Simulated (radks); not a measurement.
All-electron atom: neutral phosphorus in [Ne] 3s0.5 3p4.5 (fractional occupations, a model configuration). All-electron calculation, Dirac Kohn-Sham, PBE, spin-unpolarised, spherical densities, point nucleus; open shells fill j = l - 1/2 first. Program: a radial shooting solver on a logarithmic mesh with Libxc functionals.

Normalised radial functions P(r) = r R(r) (large component), r in bohr:

```
   r/bohr * 3s1/2 (the largest magnitude, 0.786, reaches the edge; | marks zero)
 0.006207                             | *
 0.007954                             | *
  0.01019                             |  *
  0.01306                             |  *
  0.01674                             |   *
  0.02128                             |    *
  0.02727                             |     *
  0.03494                             |     *
  0.04478                             |      *
  0.05738                             |      *
  0.07353                             |     *
  0.09423                             |    *
   0.1198                             | *
   0.1535                           * |
   0.1967                       *     |
   0.2521                   *         |
    0.323                *            |
   0.4139                 *           |
   0.5304                      *      |
   0.6743                             |*
   0.8641                             |           *
    1.107                             |                     *
    1.419                             |                          *
    1.818                             |                         *
     2.33                             |                   *
    2.986                             |            *
    3.796                             |     *
    4.864                             | *
    6.234                             |*
    7.988                             *
```

3s1/2: eigenvalue -14.997 eV, 2 radial nodes at r = 0.138, 0.653 bohr, <r> = 1.87 bohr, 90 % of the charge inside 2.84 bohr.
